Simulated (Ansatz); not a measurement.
Gas-phase electronic energies from Ansatz, PBE0-D4/def2-TZVP geometries. CCSD(T)/CBS is the MP2 limit (def2-TZVPP, def2-QZVPP) plus CCSD(T) − MP2 in def2-TZVPP, frozen cores. Elements past krypton have def2 core potentials. For Te outer-core shells are correlated without core-valence functions, which leaves a few kJ/mol of doubt a bond. One conformer a species, not always the lowest.

Reaction (formal exchange of groups at a Te–Si bond): `C[Te][SiH2]O` + `[SiH3][SiH3]` → `C[Te][SiH2][SiH3]` + `O[SiH3]`

`C[Te][SiH2]O`:

Z-matrix (Å, degrees):
```
C
Te 1 2.151
H 1 1.087 2 109.7
H 1 1.087 2 109.2 3 -122.0
H 1 1.088 2 106.8 3 119.1
Si 2 2.468 1 93.9 3 62.8
O 6 1.651 2 109.9 1 64.1
H 6 1.490 2 110.9 1 -55.7
H 6 1.486 2 106.0 1 -174.4
H 7 0.959 6 116.5 2 -149.6
```

`[SiH3][SiH3]`:

Cartesian coordinates in Å:
```
Si -0.747 -0.816 0.380
Si 0.747 0.816 -0.380
H -0.467 -1.148 1.803
H -2.146 -0.323 0.273
H -0.615 -2.054 -0.433
H 2.146 0.324 -0.270
H 0.612 2.056 0.431
H 0.469 1.146 -1.804
```

`C[Te][SiH2][SiH3]`:

```xyz
12

C    -1.176    0.867    1.757
Te   -1.332   -1.218    1.253
Si    0.788   -1.266   -0.055
Si    0.617    0.154   -1.903
H    -0.274    1.035    2.341
H    -2.054    1.105    2.356
H    -1.172    1.468    0.852
H     0.961   -2.678   -0.491
H     1.945   -0.885    0.803
H     0.203    1.510   -1.450
H    -0.416   -0.374   -2.832
H     1.910    0.281   -2.631
```

`O[SiH3]`:

```xyz
6

O     1.141    0.402    0.423
Si   -0.379    0.045   -0.104
H     1.778   -0.312    0.469
H    -0.367   -0.498   -1.490
H    -1.130    1.321   -0.071
H    -1.044   -0.957    0.774
```

```tsv
species	CCSD(T)/CBS(def2) energy (Eh)
`C[Te][SiH2]O`	-673.70558
`[SiH3][SiH3]`	-581.74359
`C[Te][SiH2][SiH3]`	-888.76059
`O[SiH3]`	-366.69042
```

Task: Work out ΔE.

Result: ΔE = (-888.76059) + (-366.69042) − (-673.70558) − (-581.74359) = -0.00184 Eh = -1.2 kcal/mol.

Largest T1 diagnostic among the species: 0.013.

The D4 term adds −0.9 kcal/mol with B3LYP and −0.5 kcal/mol with PBE0; it sums over pairs of atoms, weighted by their polarisabilities, and B3LYP, whose exchange is more repulsive, gets the larger term.

B3LYP here is the variant with VWN-RPA as its local correlation; programs differ in this.
